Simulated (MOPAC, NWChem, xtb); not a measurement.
**How methods differ on C2H2BN (SMILES B[C]C#N)**

C2H2BN: 6 atoms, total charge 0, spin state triplet. SMILES: `B[C]C#N`. The shape is that of a GFN2-xTB optimisation.

Quantity: the dipole moment, in D. The values are calculated.

```json
{"level": "PM3", "kind": "semi-empirical", "program": "MOPAC", "value (D)": "1.64", "CPU time": "under 2 s"}
{"level": "PM7", "kind": "semi-empirical", "program": "MOPAC", "value (D)": "3.22", "CPU time": "under 2 s"}
{"level": "GFN0-xTB", "kind": "semi-empirical", "program": "xtb", "value (D)": "6.21", "CPU time": "under 2 s"}
{"level": "GFN1-xTB", "kind": "semi-empirical", "program": "xtb", "value (D)": "2.83", "CPU time": "under 2 s"}
{"level": "UHF/STO-3G", "kind": "Hartree–Fock", "program": "NWChem", "value (D)": "1.92", "CPU time": "1.6 s"}
{"level": "UHF/3-21G", "kind": "Hartree–Fock", "program": "NWChem", "value (D)": "2.25", "CPU time": "2.5 s"}
{"level": "USPZ81/MINI", "kind": "LDA", "program": "NWChem", "value (D)": "1.32", "CPU time": "1.6 s"}
{"level": "USPW92/jorge-TZP", "kind": "LDA", "program": "NWChem", "value (D)": "2.27", "CPU time": "36 s"}
{"level": "UB3LYP/6-31G* (Cartesian functions)", "kind": "global hybrid", "program": "NWChem", "value (D)": "2.12", "CPU time": "33 s"}
```

The values span 1.32 to 6.21 D. Spin contamination of the reference (⟨S²⟩ at least 0.1 too high) touches PM3, PM7, UHF/STO-3G, UHF/3-21G. Magnitudes only. Sets without polarisation functions give poor dipoles. CPU times are rough (shared hosts, several kinds of processor and program).
